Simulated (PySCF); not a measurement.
**Ru (ruthenium, neutral) across methods**

[Kr] 4d6 5s2, high-spin 5D determinant (an excited configuration). Calculation: PySCF 2.14, in aug-cc-pVDZ-PP with ECP28MDF (5s5p4d2f, 54 functions); a scalar-relativistic core potential.

```csv
method,E (hartree),mean ε 4d β (eV),mean ε 5s α (eV),mean ε 5s β (eV),Σ⟨r²⟩ (bohr²),⟨S²⟩
LDA,-94.2510,-6.179,-5.914,-4.966,54.13,6.007
B97-3,-94.4625,-7.839,-6.180,-5.233,54.56,6.007
BHandHLYP,-94.3589,-9.131,-6.738,-5.917,54.64,6.008
r2SCAN,-94.4814,-6.303,-5.891,-4.827,54.28,6.018
BP86,-94.5367,-6.449,-5.836,-4.880,54.19,6.008
PW91,-94.5059,-6.341,-5.738,-4.729,54.34,6.008
UHF,-93.78781,-11.413,-7.597,-6.192,56.58,6.020
PBE,-94.4578,-6.265,-5.676,-4.678,54.38,6.008
PBE0,-94.4384,-7.759,-6.320,-5.278,54.45,6.009
```

Energies and moments cover only the electrons outside the core potential.
